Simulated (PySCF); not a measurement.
A side-by-side comparison of computed properties.

First species: 2-chloro-1,4-dimethoxybenzene, C8H9ClO2.
SMILES: `COc1ccc(OC)c(Cl)c1`

Second species: C7H10NPS.
SMILES: `CCC1=PC=CC(SC)=N1`

Levels: PBE0/pcSseg-1 for dipole moment, HOMO energy, LUMO energy and HOMO–LUMO gap; GFN2-xTB for rotational constant A and rotational constant C. Geometries: GFN2-xTB. Each structure is a single optimised conformer of the isolated species, non-relativistic unless stated; the electronic structure was computed with PySCF and density fitting.

Dipoles, sizes and rotational constants follow the conformer. The torsions of the flexible species, by atom-mapped SMILES:
- `[CH3:1][O:2][c:3]1[cH:4][cH:5][c:6]([O:7][CH3:8])[c:9]([Cl:10])[cH:11]1`: C1–O2–C3–C4 180°, C5–C6–O7–C8 0°
- `[CH3:1][CH2:2][c:3]1[n:4][c:5]([S:6][CH3:7])[cH:8][cH:9][p:10]1`: C1–C2–C3–N4 83°, N4–C5–S6–C7 -2°

Problem. Which has the higher dipole moment?

Solution. The first: 1.63 D against 0.89 D, a difference of 0.74 D.

Problem. Which of the two has the higher HOMO energy, and by how much?

Solution. The first: -6.02 eV against -6.29 eV, a difference of 0.27 eV.

Problem. Which has the higher rotational constant C?

Solution. The second: 0.521 GHz against 0.460 GHz, a difference of 0.061 GHz.

Problem. Which of the two has the higher rotational constant A, and by how much?

Solution. The first: 1.535 GHz against 1.404 GHz, a difference of 0.131 GHz.

Problem. Which of the two has the higher HOMO–LUMO gap, and by how much?

Solution. The first: 5.56 eV against 4.66 eV, a difference of 0.90 eV.

Problem. Which of the two has the higher LUMO energy, and by how much?

Solution. The first: -0.46 eV against -1.63 eV, a difference of 1.17 eV.

On the first: The dipole equals about 5.4 × 10⁻³⁰ C·m (1 D = 3.33564 × 10⁻³⁰ C·m).

On the second: A dipole of 0.89 D is allowed in C1, and pure rotational transitions are dipole-allowed. The dipole matches unit charges of opposite sign 0.19 Å apart (1 e·Å = 4.8032 D).
